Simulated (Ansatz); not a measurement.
Results of the Gaussian-basis code of Ansatz.

`O[CH2][GaH2]` at its PBE0-D4/def2-TZVP geometry, where that method's forces vanish. Charge 0, multiplicity 1.

```
atom    x (Å)    y (Å)    z (Å)
  O1  -0.2779  -0.5769  -1.3139
  C2   0.1590  -0.6873   0.0443
 Ga3  -0.0630   1.2035   0.6371
  H4  -0.2193  -1.4359  -1.7393
  H5   1.1983  -1.0307   0.1036
  H6  -0.4676  -1.3863   0.6104
  H7   1.1123   2.2282   0.4403
  H8  -1.4417   1.6854   1.2176
```

(1) For each bond, give half the difference of the two atoms' forces along it (eV/Å; positive pushes the atoms apart) under PBE-D4, r2SCAN-D4, B3LYP-D4, ωB97M-V in def2-TZVPP. (Estimate.)

Answers

(1) The calculation gave: 
```tsv
bond	length (Å)	PBE-D4	r2SCAN-D4	B3LYP-D4	ωB97M-V
O1–C2	1.431	0.28	0.32	0.34	0.33
O1–H4	0.960	0.41	0.02	-0.04	-0.12
C2–Ga3	1.994	0.06	0.01	0.15	0.00
C2–H5	1.096	0.07	-0.05	-0.14	-0.13
C2–H6	1.096	0.07	-0.05	-0.14	-0.13
Ga3–H7	1.572	0.02	-0.08	-0.05	-0.09
Ga3–H8	1.572	0.02	-0.08	-0.05	-0.09
```

B3LYP here is the variant with VWN-RPA as its local correlation; programs differ in this.
